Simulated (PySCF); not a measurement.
Sb(Br)(Me)2 (C2H6BrSb), SMILES [CH3][Sb]([CH3])[Br].

Geometry: PBE0-D3(BJ)/def2-SVP. The structure was generated by enumeration; whether it is a known compound was not checked. The def2 effective core potentials stand for the cores of Sb; spin–orbit coupling is left out.

Two levels are set side by side: TDA-PBE/def2-SVPD (PySCF) and TDA-ωB97X/def2-SVPD (PySCF). Vertical, same geometry. The lowest singlet is HOMO→LUMO 94 % with PBE and HOMO→LUMO 95 % with the other functional; states are paired by order. Differences are taken from unrounded values.

```json
[
 {"quantity": "lowest singlet excitation (eV)", "TDA-PBE": "4.13"},
 {"quantity": "lowest triplet excitation (TDA) (eV)", "TDA-PBE": "3.40"},
 {"quantity": "first bright state (f over 0.05) (eV)", "TDA-PBE": "5.44"},
 {"quantity": "its oscillator strength", "TDA-PBE": "0.06"}
]
```

Task: These are the TDA-PBE values. What does TDA-ωB97X give? (The exact figures need the calculation; the answer reports its results.)

Result: 
```csv
quantity,TDA-ωB97X,TDA-PBE minus TDA-ωB97X
lowest singlet excitation (eV),4.60,-0.47
lowest triplet excitation (TDA) (eV),3.72,-0.33
first bright state (f over 0.05) (eV),4.60,0.84
its oscillator strength,0.08,-0.01
```

A lower first singlet is the usual sign of a functional without exact exchange. Differences between two approximate levels are no errors against the true value.

Rough cost on one machine, each run with all the roots and properties that it gave: TDA-ωB97X against TDA-PBE about 4 times.
